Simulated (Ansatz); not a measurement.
A structure relaxed at PBE0-D4/def2-TZVP, charge 0, multiplicity 1:

```xyz
11

C    -0.846   -0.638    1.039
C    -0.083   -0.024    0.128
C     0.350    1.400    0.324
Al    0.389   -1.116   -1.413
H    -1.172   -1.669    0.920
H    -1.182   -0.138    1.949
H     1.441    1.484    0.337
H     0.008    2.035   -0.500
H    -0.033    1.821    1.259
H    -0.158   -2.607   -1.445
H     1.284   -0.547   -2.598
```

Q: Give its formula and SMILES.

A: C3H7Al, `C=[C](C)[AlH2]`.

Q: Point group (tolerance 0.08 Å, 0.16 Å for H)?

A: Cs.

Q: Summarise the bond lengths by kind.

A: 2 × C–C 1.338 to 1.501 Å; 5 × C–H 1.087 to 1.095 Å; 1 × Al–C 1.947 Å; 2 × Al–H 1.588 to 1.590 Å.

Results of the Gaussian-basis code of Ansatz.
